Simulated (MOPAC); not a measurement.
MOPAC input (PM7):

```
PM7 1SCF UHF MS=0.5 GEO-OK AUX(PRECISION=9) THREADS=1
C4H5SSi

Si   -2.23566100 1   -0.28759800 1   -0.02076400 1
C    -0.38287100 1   -0.22148200 1   -0.13447800 1
C     0.47002500 1   -1.00939700 1   -0.82067800 1
C     1.85298700 1   -0.75662000 1   -0.75217300 1
C     2.07364100 1    0.32271400 1    0.06053800 1
S     0.61035900 1    0.96790800 1    0.69268600 1
H    -2.69743000 1   -1.44217900 1   -0.81922400 1
H    -2.83387000 1    0.96060800 1   -0.54762800 1
H    -2.66180600 1   -0.44492000 1    1.38879100 1
H     2.62517200 1   -1.31746600 1   -1.25522600 1
H     3.01875800 1    0.77251600 1    0.32176700 1
```

Output:

```
 *******************************************************************************
 **                                                                           **
 **                              MOPAC v23.2.5                                **
 **                                                                           **
 *******************************************************************************
 ** MOPAC's Digital Object Identifier: https://doi.org/10.5281/zenodo.6511958 **
 **                                                                           **
 ** Please cite the open-source release paper for use of this MOPAC version:  **
 ** J. E. Moussa and J. J. P. Stewart (2026)                                  **
 ** MOPAC: An open-source semiempirical molecular orbital program             **
 ** J. Open Source Softw., 11(119), 8025, https://doi.org/10.21105/joss.08025 **
 *******************************************************************************

                              PM7 CALCULATION RESULTS

 *******************************************************************************
 *  PM7        - The PM7 Hamiltonian to be used
 *  GEO-OK     - OVERRIDE INTERATOMIC DISTANCE AND OTHER SAFETY CHECKS
 *  UHF        - UNRESTRICTED HARTREE-FOCK CALCULATION
 *  MS=        - IN MECI, MAGNETIC COMPONENT OF SPIN =  0.5
 *  1SCF       - DO 1 SCF AND THEN STOP
 *  AUX        - OUTPUT AUXILIARY INFORMATION
 *******************************************************************************
PM7 1SCF UHF MS=0.5 GEO-OK AUX(PRECISION=9) THREADS=1
 C4H5SSi

   ATOM   CHEMICAL          X               Y               Z
  NUMBER   SYMBOL      (ANGSTROMS)     (ANGSTROMS)     (ANGSTROMS)

     1      Si         -2.23566100  *  -0.28759800  *  -0.02076400  *
     2       C         -0.38287100  *  -0.22148200  *  -0.13447800  *
     3       C          0.47002500  *  -1.00939700  *  -0.82067800  *
     4       C          1.85298700  *  -0.75662000  *  -0.75217300  *
     5       C          2.07364100  *   0.32271400  *   0.06053800  *
     6       S          0.61035900  *   0.96790800  *   0.69268600  *
     7       H         -2.69743000  *  -1.44217900  *  -0.81922400  *
     8       H         -2.83387000  *   0.96060800  *  -0.54762800  *
     9       H         -2.66180600  *  -0.44492000  *   1.38879100  *
    10       H          2.62517200  *  -1.31746600  *  -1.25522600  *
    11       H          3.01875800  *   0.77251600  *   0.32176700  *

          CARTESIAN COORDINATES

    NO.       ATOM           X           Y           Z

     1        Si         -2.2357     -0.2876     -0.0208
     2         C         -0.3829     -0.2215     -0.1345
     3         C          0.4700     -1.0094     -0.8207
     4         C          1.8530     -0.7566     -0.7522
     5         C          2.0736      0.3227      0.0605
     6         S          0.6104      0.9679      0.6927
     7         H         -2.6974     -1.4422     -0.8192
     8         H         -2.8339      0.9606     -0.5476
     9         H         -2.6618     -0.4449      1.3888
    10         H          2.6252     -1.3175     -1.2552
    11         H          3.0188      0.7725      0.3218

 General Reference for PM7:
 "Optimization of Parameters for Semiempirical Methods VI: More Modifications to the
 NDDO Approximations and Re-optimization of Parameters", J. J. P. Stewart, J. Mol. Mod., 1:32, 19 (2013)
 https://link.springer.com/article/10.1007/s00894-012-1667-x

           Empirical Formula: C4 H5 Si S  =    11 atoms

      MOLECULAR POINT GROUP   :   Cs

          UHF CALCULATION, NO. OF ALPHA ELECTRONS =   16
                           NO. OF BETA  ELECTRONS =   15

 -------------------------------------------------------------------------------
 PM7 1SCF UHF MS=0.5 GEO-OK AUX(PRECISION=9) THREADS=1
 C4H5SSi

     1SCF WAS SPECIFIED, SO BFGS WAS NOT USED
     SCF FIELD WAS ACHIEVED

                              PM7 CALCULATION
                                                       MOPAC v23.2.5 Linux

          FINAL HEAT OF FORMATION =         77.91874 KCAL/MOL =     326.01200 KJ/MOL

          COSMO AREA              =        149.81 SQUARE ANGSTROMS
          COSMO VOLUME            =        147.23 CUBIC ANGSTROMS

          IONIZATION POTENTIAL    =          9.075097 EV
          ALPHA SOMO LUMO (EV)    =         -9.171 -0.547
          BETA  SOMO LUMO (EV)    =         -9.075 -0.677
          NO. OF ALPHA ELECTRONS  =         16
          NO. OF BETA  ELECTRONS  =         15
          MOLECULAR WEIGHT        =        113.2290         POINT GROUP:  Cs

          MOLECULAR DIMENSIONS (Angstroms)

            Atom       Atom       Distance
            H    11    H     7     6.23551
            H    10    H     9     4.39067
            H    10    H     8     2.29708

          SCF CALCULATIONS        =          1

   ATOM   CHEMICAL          X               Y               Z
  NUMBER   SYMBOL      (ANGSTROMS)     (ANGSTROMS)     (ANGSTROMS)

     1      Si         -2.23566100  *  -0.28759800  *  -0.02076400  *
     2       C         -0.38287100  *  -0.22148200  *  -0.13447800  *
     3       C          0.47002500  *  -1.00939700  *  -0.82067800  *
     4       C          1.85298700  *  -0.75662000  *  -0.75217300  *
     5       C          2.07364100  *   0.32271400  *   0.06053800  *
     6       S          0.61035900  *   0.96790800  *   0.69268600  *
     7       H         -2.69743000  *  -1.44217900  *  -0.81922400  *
     8       H         -2.83387000  *   0.96060800  *  -0.54762800  *
     9       H         -2.66180600  *  -0.44492000  *   1.38879100  *
    10       H          2.62517200  *  -1.31746600  *  -1.25522600  *
    11       H          3.01875800  *   0.77251600  *   0.32176700  *

                             CARTESIAN COORDINATES

   1   Si       -2.235661000    -0.287598000    -0.020764000
   2    C       -0.382871000    -0.221482000    -0.134478000
   3    C        0.470025000    -1.009397000    -0.820678000
   4    C        1.852987000    -0.756620000    -0.752173000
   5    C        2.073641000     0.322714000     0.060538000
   6    S        0.610359000     0.967908000     0.692686000
   7    H       -2.697430000    -1.442179000    -0.819224000
   8    H       -2.833870000     0.960608000    -0.547628000
   9    H       -2.661806000    -0.444920000     1.388791000
  10    H        2.625172000    -1.317466000    -1.255226000
  11    H        3.018758000     0.772516000     0.321767000

           Empirical Formula: C4 H5 Si S  =    11 atoms

      MOLECULAR POINT GROUP   :   Cs

          ALPHA EIGENVALUES
 -31.53729 -24.96228 -24.26889 -19.55042 -18.65616 -16.53106 -16.06316 -13.67546
 -13.56134 -12.56184 -12.54926 -12.35635 -11.74388  -9.89803  -9.83921  -9.17071
  -0.54664  -0.31779   0.23363   0.57563   0.71481   1.07688   1.52252   1.52878
   1.97273   2.51164   2.55101   2.75056   4.41677   5.01206   5.43822   5.57670
   6.01397   7.80132  21.03924  21.11363  21.81757  21.90261  22.30274

           BETA EIGENVALUES
 -31.46332 -24.89443 -23.94038 -19.46169 -18.57165 -16.30164 -15.73337 -13.58996
 -13.49276 -12.52786 -12.50719 -12.29273 -11.34713  -9.92571  -9.07510  -0.67715
  -0.50367  -0.12123   0.41694   0.67338   0.80253   1.09634   1.52126   1.77739
   2.11113   2.52625   2.53810   2.80213   4.53734   5.24171   5.40863   5.64350
   6.05727   7.79692  21.03942  21.11894  21.81825  21.89010  22.30217

              NET ATOMIC CHARGES AND DIPOLE CONTRIBUTIONS

  ATOM NO.   TYPE          CHARGE      No. of ELECS.   s-Pop       p-Pop       d-Pop
    1         Si           0.091279        3.9087     0.91280     2.86485     0.13107
    2          C          -0.415283        4.4153     1.13224     3.28304
    3          C           0.064591        3.9354     1.20592     2.72949
    4          C          -0.221531        4.2215     1.08093     3.14060
    5          C          -0.266451        4.2665     1.11142     3.15504
    6          S           0.260423        5.7396     1.86839     3.73314     0.13804
    7          H           0.045825        0.9542     0.95417
    8          H           0.039428        0.9606     0.96057
    9          H           0.039386        0.9606     0.96061
   10          H           0.180611        0.8194     0.81939
   11          H           0.181721        0.8183     0.81828
 DIPOLE           X         Y         Z       TOTAL
 POINT-CHG.    -0.654     0.917     0.764     1.361
 HYBRID         1.089    -0.447    -0.446     1.259
 SUM            0.435     0.470     0.319     0.716

          ATOMIC ORBITAL ELECTRON POPULATIONS

     Atom    s        px        py        pz      x^2-y^2     xz        z^2       yz        xy
    1 Si   0.91280   0.77324   1.04700   1.04461   0.03312   0.02442   0.02730   0.01794   0.02829
    2  C   1.13224   1.13060   1.04769   1.10475
    3  C   1.20592   0.91914   0.90417   0.90618
    4  C   1.08093   1.03873   1.04026   1.06160
    5  C   1.11142   1.06352   1.04197   1.04955
    6  S   1.86839   0.89385   1.34381   1.49548   0.02759   0.04222   0.01206   0.01156   0.04462
    7  H   0.95417
    8  H   0.96057
    9  H   0.96061
   10  H   0.81939
   11  H   0.81828

                    (SZ)    =    0.500000
                    (S**2)  =    0.789382

          ATOMIC ORBITAL SPIN POPULATIONS

    Atom   Total    s     px     py     pz   x^2-y^2  xz     z^2    yz     xy
         Atomic
    1 Si  0.0166  0.002  0.013  0.002  0.002 -0.000 -0.001 -0.000  0.000 -0.001
    2  C -0.1818 -0.002 -0.018 -0.067 -0.095
    3  C  1.0490  0.153  0.103  0.476  0.318
    4  C -0.0849  0.002 -0.003 -0.033 -0.051
    5  C  0.1247  0.011  0.004  0.046  0.063
    6  S  0.0794 -0.001  0.013  0.051  0.020  0.000 -0.000 -0.001 -0.002 -0.000
    7  H -0.0011 -0.001
    8  H -0.0029 -0.003
    9  H -0.0028 -0.003
   10  H  0.0059  0.006
   11  H -0.0020 -0.002

 **********************
 *                    *
 * JOB ENDED NORMALLY *
 *                    *
 **********************

 == MOPAC DONE ==
```

The geometry given is a B3LYP-D3(BJ)/def2-TZVP minimum.
